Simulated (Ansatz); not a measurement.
# Molecular dynamics of Ge2H6

input.yaml

```yaml
crystal:
  periodic: [false, false, false]
  atoms:
    - { symbol: Ge, position_ang: [-0.001501, -0.002815, -0.001012] }
    - { symbol: H, position_ang: [0.561586, -0.247238, 1.416574] }
    - { symbol: H, position_ang: [1.171547, 0.362655, -0.937194] }
    - { symbol: H, position_ang: [-0.974431, 1.195776, 0.05672] }
    - { symbol: Ge, position_ang: [-1.12903, -1.956059, -0.798384] }
    - { symbol: H, position_ang: [-2.293836, -2.328786, 0.145188] }
    - { symbol: H, position_ang: [-1.703355, -1.70869, -2.211005] }
    - { symbol: H, position_ang: [-0.15258, -3.151143, -0.867287] }
basis:
  gaussian: { orbitals: def2-SVP }
hamiltonian:
  xc: lda
md:
  timestep: 0.25
  n_steps: 300
  ensemble: nve
  temperature: 2000.0
  initial_velocities: maxwell_boltzmann
  seed: 479331
```

Run as:

```bash
$ ansatz run input.yaml --threads 2 --pin off --max-ram 3072MiB --backend cpu --events-out ev --progress --plain --runs-dir out
```

It starts from a relaxed structure.

Output, in part (step lines, the closing report, with atoms numbered from 0):

```
md step     0: t =     0.00 fs  T =  2000.0 K  F+E_penalty+E_count = -112945.93272540 eV  E_kin = 1.551120 eV  conserved = -112944.38160541 eV  (22 SCF iters)
md step     1: t =     0.25 fs  T =  1992.7 K  F+E_penalty+E_count = -112945.92712670 eV  E_kin = 1.545495 eV  conserved = -112944.38163166 eV  (22 SCF iters)
md step     2: t =     0.50 fs  T =  1970.0 K  F+E_penalty+E_count = -112945.90951153 eV  E_kin = 1.527885 eV  conserved = -112944.38162615 eV  (23 SCF iters)
md step     3: t =     0.75 fs  T =  1932.2 K  F+E_penalty+E_count = -112945.88012456 eV  E_kin = 1.498541 eV  conserved = -112944.38158385 eV  (23 SCF iters)
md step     4: t =     1.00 fs  T =  1880.3 K  F+E_penalty+E_count = -112945.83978164 eV  E_kin = 1.458281 eV  conserved = -112944.38150092 eV  (23 SCF iters)
md step     5: t =     1.25 fs  T =  1816.2 K  F+E_penalty+E_count = -112945.78991500 eV  E_kin = 1.408537 eV  conserved = -112944.38137786 eV  (23 SCF iters)
md step     6: t =     1.50 fs  T =  1742.4 K  F+E_penalty+E_count = -112945.73256985 eV  E_kin = 1.351352 eV  conserved = -112944.38121771 eV  (23 SCF iters)
md step     7: t =     1.75 fs  T =  1662.4 K  F+E_penalty+E_count = -112945.67034827 eV  E_kin = 1.289320 eV  conserved = -112944.38102795 eV  (23 SCF iters)
[... lines left out ...]
md step   297: t =    74.25 fs  T =   836.6 K  F+E_penalty+E_count = -112945.02971629 eV  E_kin = 0.648847 eV  conserved = -112944.38086972 eV  (25 SCF iters)
md step   298: t =    74.50 fs  T =   773.9 K  F+E_penalty+E_count = -112944.98100218 eV  E_kin = 0.600217 eV  conserved = -112944.38078521 eV  (25 SCF iters)
md step   299: t =    74.75 fs  T =   711.6 K  F+E_penalty+E_count = -112944.93257969 eV  E_kin = 0.551872 eV  conserved = -112944.38070787 eV  (25 SCF iters)
md step   300: t =    75.00 fs  T =   651.1 K  F+E_penalty+E_count = -112944.88563053 eV  E_kin = 0.504992 eV  conserved = -112944.38063860 eV  (24 SCF iters)
Total energy: -112944.88566571 eV, -4150.6479914215 hartree
Atom 0 at     0.065407     0.106410     0.053928 Å, force    -0.677511    -1.703189    -0.071406 eV/Å
Atom 1 at     0.439411     0.294464     1.594718 Å, force    -0.392401    -0.091958    -0.900681 eV/Å
Atom 2 at     1.215190     0.408665    -0.907006 Å, force     0.282796    -0.012406     0.004895 eV/Å
Atom 3 at    -1.167254     0.723846    -0.559875 Å, force    -0.401334     1.135590     0.259792 eV/Å
Atom 4 at    -1.188354    -2.062768    -0.846849 Å, force    -0.794505     0.675514     1.006212 eV/Å
Atom 5 at    -2.217936    -2.799777     0.281820 Å, force     0.919837     0.904174    -1.144066 eV/Å
Atom 6 at    -2.086240    -1.558097    -2.181091 Å, force     0.983966    -0.565373     1.290533 eV/Å
Atom 7 at    -0.120707    -3.127817    -1.092161 Å, force     0.079154    -0.342354    -0.445279 eV/Å
Dipole moment:     0.088096     0.096598     0.045248 e Å
```

The steps, from the saved trajectory:

```csv
time (fs),T (K),potential energy less start (eV),conserved less start (meV/atom)
0,2000,0.000,0.00
2.5,1425,0.447,0.15
5,1380,0.482,0.07
7.5,1287,0.554,0.06
10,640,1.056,0.14
12.5,507,1.159,0.15
15,996,0.779,0.07
17.5,981,0.790,0.03
20,540,1.134,0.19
22.5,1068,0.723,0.01
25,782,0.945,0.10
27.5,406,1.238,0.15
30,749,0.971,0.12
32.5,1269,0.567,0.02
35,921,0.838,0.13
37.5,1103,0.696,0.09
40,1480,0.403,0.03
42.5,995,0.781,0.12
45,772,0.953,0.15
47.5,1147,0.662,0.09
50,1242,0.588,0.02
52.5,716,0.998,0.20
55,1329,0.521,0.02
57.5,1439,0.435,0.07
60,1078,0.716,0.14
62.5,1186,0.632,0.12
65,1518,0.374,0.04
67.5,1060,0.730,0.08
70,742,0.977,0.15
72.5,1140,0.667,0.01
75,651,1.047,0.12
```

The run went to its last step. The conserved energy stayed within 0.21 meV per atom of its start (net change 0.12 meV per atom), so the integration is sound. Over the second half the temperature averaged 0.56 of the 2000 K drawn at the start: a run that starts near a minimum puts about half its kinetic energy into the potential. A run of 0.075 ps of so small a system gives no equilibrium averages.

The same pairs are bonded in the first frame and the last. Pairs count as bonded within 1.25 times the sum of covalent radii (0.12 Å more for H–H).

Last frame:

```xyz
8
Properties=species:S:1:pos:R:3
Ge 0.065 0.106 0.054
H 0.439 0.294 1.595
H 1.215 0.409 -0.907
H -1.167 0.724 -0.560
Ge -1.188 -2.063 -0.847
H -2.218 -2.800 0.282
H -2.086 -1.558 -2.181
H -0.121 -3.128 -1.092
```

The run took 3.4 min on 2 threads of AMD EPYC 7R43 64-Core Processor (Zen 3) (shared host), peak memory 0.15 GiB.
